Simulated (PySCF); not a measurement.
**Spinor energies of Hg⁺ (mercury, charge +1)**

Start: [Xe] 4f14 5d9 6s1 7s1; 5d3/2 filled at m_j = -3/2, -1/2, +1/2, +3/2; 5d5/2 filled at m_j = -3/2, -1/2, +1/2, +3/2, +5/2; 6s1/2 filled at m_j = +1/2; 7s1/2 filled at m_j = +1/2. Calculated with PySCF 2.14 in x2c-SVPall-2c with one added diffuse shell each of s, p, d type (8s11p10d2f, 105 functions): generalised Hartree-Fock with the X2C-1e Hamiltonian and a Gaussian nucleus; spin-orbit coupling (SO) screened by Boettger's factors. This is a chosen level, not necessarily the ground level.

```csv
spinor shell,electrons,"ε, screened SO (eV)",weight of nominal j (screened SO),"rms radius, screened SO (bohr)"
1s1/2,2,-83551.2,1.000,0.0187
2s1/2,2,-14973.4,1.000,0.0756
2p1/2,2,-14343.8,1.000,0.0639
2p3/2,4,-12390.2,1.000,0.0720
3s1/2,2,-3636.7,1.000,0.193
3p1/2,2,-3354.1,1.000,0.184
3p3/2,4,-2914.7,1.000,0.201
3d3/2,4,-2450.9,1.000,0.177
4s1/2,2,-851.60,1.000,0.424
4p1/2,2,-729.08,1.000,0.429
4p3/2,4,-621.68,1.000,0.463
4d3/2,4,-421.00,1.000,0.476
4d5/2,6,-400.69,1.000,0.486
5s1/2,2,-156.86,1.000,0.968
4f5/2,6,-140.12,0.999,0.526
4f7/2,8,-135.89,0.999,0.527
5p1/2,2,-113.84,0.998,1.09
5p3/2,4,-94.723,0.999,1.13
5d3/2,4,-35.342,0.958,1.48
5d5/2,5,-32.733,0.966,1.53
6s1/2,1,-23.358,0.998,2.53
7s1/2,1,-6.946,0.999,6.63
```

Problem. Where does 3d5/2 lie, and what is the 3d spin-orbit splitting (screened SO)?

Solution. At -2358.2 eV, 92.630 eV above 3d3/2.

```tsv
quantity	screened SO
E (hartree)	-19637.52485
M_J	7/2
⟨J²⟩	15.760
⟨L²⟩	6.154
⟨S²⟩	3.899
```

Each row is a mean over spinors that exchange with the open shell spreads, by up to 5.156 eV (5p3/2).

Breit and QED terms are absent; they matter most for the inner s and p1/2 levels.

Densities and radii are taken from the X2C orbitals without a picture-change correction, which distorts them close to the nucleus.
